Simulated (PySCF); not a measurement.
Trichlorosilane, Cl3HSi.
SMILES: `Cl[SiH](Cl)Cl`

Computed with PySCF 2.14.0, PBE0-D3(BJ)/def2-TZVP geometry optimisation, gas phase.

Take the most abundant isotopes and a rigid rotor. 

Q: What are A, B and C (cm⁻¹)?

A: Ia = 206.07, Ib = 206.39, Ic = 384.32 u·Å²; 505379 MHz·u·Å²/I gives 2452, 2449 and 1315 MHz, that is A = 0.08180, B = 0.08168, C = 0.04386 cm⁻¹.

Q: What kind of rotor is it?

A: An oblate symmetric top, as the point group C3v requires two equal moments; the computed ones differ by 0.15 % because the geometry is symmetric only within the optimiser's tolerance: κ = (2 × 2449 − 2452 − 1315)/(2452 − 1315) = 0.99.

Q: What does the inertial defect say?

A: Not planar: Δ = Ic − Ia − Ib = -28.14 u·Å². For a rigid frame Δ = −2 Σ m c², so Σ m c² = 14.07 u·Å² lies off the ab plane: 3.98 from hydrogen and 10.09 from heavier atoms. The atom farthest from that plane is 1.99 Å away.

Q: Give the other two planar moments, Paa and Pbb, and the rms extents of the mass along the axes.

A: Paa = Σ m a² = (Ib + Ic − Ia)/2 = 192.32 and Pbb = Σ m b² = (Ia + Ic − Ib)/2 = 192.00 u·Å². With the mass M = 133.89 u, the rms extents √(P/M) along a, b and c are 1.20, 1.20, 0.32 Å.

Q: Where do the R-branch lines fall?

A: The dipole of 0.78 D lies along the symmetry axis, so ΔK = 0 and J+1 ← J falls at 2B(J+1) for every K: 4.90 GHz, 9.80 GHz, 14.70 GHz, 19.60 GHz, 24.51 GHz for J = 0 to 4.

Q: Estimate the classical rotational partition function at 25 K, 200 K and 298.15 K.

A: Point group C3v, symmetry number σ = 3; q = (√π/σ)·√((kT/h)³/(ABC)), k/h = 20836.6 MHz/K: 2500 at 25 K, 56600 at 200 K, 103000 at 298.15 K.

PBE0-D3(BJ)/def2-TZVP frequencies: not computed here. No vibrational averaging or centrifugal distortion is included, and the geometry carries the error of its method.
